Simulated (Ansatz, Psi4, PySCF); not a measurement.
ClTl, charge +1, doublet, at the geometry of the source list (a state made from the parent by changing its charge; the spin is typed, not shown lowest) (core potentials on Tl), atoms displaced at random by about 0.03 Å a coordinate. Base run: PySCF with R2SCAN/def2-SVP, gradient.

Here is a job for PySCF.
```python
from pyscf import gto, scf, dft

mol = gto.Mole()
mol.atom = '''
    Tl   -0.78319833   -0.77037284   -0.75335240
    Cl    0.81370496    0.73825730    0.74002744
'''
mol.basis = 'def2-svp'
mol.ecp = {'Tl': 'def2-svp'}
mol.charge = 1
mol.spin = 1
mol.verbose = 4
mol.build()

mf = dft.UKS(mol)
mf.xc = 'r2scan'
mf.kernel()
g = mf.nuc_grad_method()
grad = g.kernel()
```

Programs used: Ansatz (an electronic-structure program), Psi4, PySCF; a row that names a program was run with it.

The coordinate followed is y of atom 1.

Variants of this job, named by their change:

```
change                                                  dE/dx (Eh/bohr)  net force (Eh/bohr)
------------------------------------------------------  ---------------  -------------------
base                                                           0.020746             0.000341
grids.level = 1; grid_response = off                           0.021160             0.004126
finite difference step (bohr) = 1e-5; conv_tol = 1e-11         0.020842                    -
finite difference step (bohr) = 0.05; conv_tol = 1e-11         0.020846                    -
finite difference step (bohr) = 0.2; conv_tol = 1e-11          0.020890                    -
code = ansatz                                                 -0.001138             0.000000
finite difference step (bohr) = 1e-3; conv_tol = 1e-11         0.020843                    -
finite difference step (bohr) = 1e-4; conv_tol = 1e-11         0.020843                    -
grids.level = 0; grid_response = off                          -0.000648             0.002254
conv_tol = 1e-4                                                0.020698             0.000337
code = psi4                                                   -0.001085             0.000218
density fitting = on                                           0.020746             0.000341
```

The net force is zero for an exact gradient.

Open shells are given as the SCF converged; they aren't shown to be the lowest states, and a large step between rows can be another state.
